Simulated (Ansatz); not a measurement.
Reaction (redistribution): `CN[SiH2]N` + `C#C[SiH2]CCl` → `C#C[SiH2]N` + `CN[SiH2]CCl`

Computed with Ansatz on PBE0-D4/def2-TZVP structures; ΔE is electronic, products minus reactants. CBS: MP2 limit from def2 TZ/QZ plus the TZ coupled-cluster correction, frozen cores. Functionals use def2-TZVPP. Each species was taken in one conformer, which may not be the lowest.

```csv
level,ΔE (eV)
PBE0-D4,0.03
ωB97M-V,0.03
PBE,0.04
MP2/def2-TZVPP,0.04
```

What does CCSD(T)/CBS give? (Best estimate.)

Computed: +0.04 eV. The listed levels differ from it by -0.01, -0.01, 0.00, 0.00 eV.

Largest T1 diagnostic among the species: 0.012.
